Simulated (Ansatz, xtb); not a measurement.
**Two isomers of C3H7BN2Si**

Structure X is `Bn1cncc1[SiH3]`, a singlet and structure Y is `Bc1cn([SiH3])cn1`, a singlet. Both are isolated molecules in the gas phase, relaxed with B3LYP-D3(BJ)/def2-SVP; the shapes shown needn't be the lowest conformers.

X (Å):

```xyz
14

C    -0.6920   -2.3446   -0.2817
C    -0.7325   -3.5271    1.4966
C    -1.0523   -2.2610    1.9243
B    -1.2844   -0.0767    0.6168
N    -1.0282   -1.4697    0.7532
N    -0.5118   -3.5636    0.1266
Si   -1.4414   -1.6546    3.6481
H    -1.5635    0.5608    1.5957
H    -1.2105    0.4092   -0.4797
H    -0.6036   -1.9873   -1.3084
H    -0.6469   -4.4280    2.1034
H    -2.8151   -1.0808    3.7257
H    -0.4714   -0.6123    4.0899
H    -1.3435   -2.8417    4.5414
```

Y (Å):

```xyz
14

C    -1.8676   -1.3459    0.4080
C    -0.8290   -1.1292    1.3106
C    -1.9249   -2.9577    1.8486
B    -2.2270   -0.4716   -0.7885
N    -0.8524   -2.1459    2.2331
N    -2.5342   -2.5182    0.7912
Si    0.2457   -2.3919    3.6212
H    -3.1502   -0.7514   -1.5096
H    -1.5672    0.5175   -1.0086
H    -0.0918   -0.3286    1.3491
H    -0.2372   -3.6222    4.2960
H     0.1653   -1.2125    4.5215
H     1.6360   -2.5585    3.1238
H    -2.1801   -3.8555    2.4142
```

Question: Estimate which is lower in electronic energy at CCSD(T)/def2-SVP + ΔMP2/def2-TZVPP, and by roughly how much.

Answer: The CCSD(T)/def2-SVP + ΔMP2/def2-TZVPP calculation puts structure X lower, by 9.3 kcal/mol.

How the difference moves with the method:

| level | geometry | E(Y) − E(X) (kcal/mol) | departure from the last row (kcal/mol) | job, with rough time for the two |
| --- | --- | --- | --- | --- |
| GFN2-xTB | GFN2-xTB | +2.1 | −7.1 | optimisation, 0.85 s |
| HF/STO-3G | GFN2-xTB | +11.5 | +2.2 | single point, 3.9 s |
| r2SCAN-D4/def2-SVP | GFN2-xTB | +10.9 | +1.6 | single point, 19 s |
| B3LYP-D3(BJ)/def2-SVP | B3LYP-D3(BJ)/def2-SVP | +10.5 | +1.2 | optimisation, 6.8 min |
| HF/def2-SVP | B3LYP-D3(BJ)/def2-SVP | +9.7 | +0.4 | part of the CCSD(T) run |
| MP2/def2-SVP | B3LYP-D3(BJ)/def2-SVP | +9.7 | +0.5 | part of the CCSD(T) run |
| CCSD(T)/def2-SVP | B3LYP-D3(BJ)/def2-SVP | +10.9 | +1.7 | single point |
| CCSD(T)/def2-SVP + ΔMP2/def2-TZVPP | B3LYP-D3(BJ)/def2-SVP | +9.3 |  | single point, 3 min |

As drawn, Y has 1 C–B, 1 N–Si in place of 1 B–N, 1 C–Si.

The levels shown agree on the order. The largest departure from CCSD(T)/def2-SVP + ΔMP2/def2-TZVPP is that of GFN2-xTB, 7.1 kcal/mol. The last row adds to CCSD(T) the change of the MP2 difference between the two basis sets, here −1.7 kcal/mol.

With thermal terms from frequencies at re-optimised GFN2-xTB minima (ideal gas, soft modes damped towards free rotors, one conformer each, 298.15 K, 1 atm): on the last row, ΔE + ΔZPE = +8.7, ΔH = +9.0, ΔG = +8.3 kcal/mol.

The correlated steps freeze 11 core orbitals. Run with Ansatz 0.2.0, xtb 6.7.1; the last row on 2 threads of Intel(R) Xeon(R) Processor @ 2.50GHz (Skylake/Cascade Lake) on a shared host.
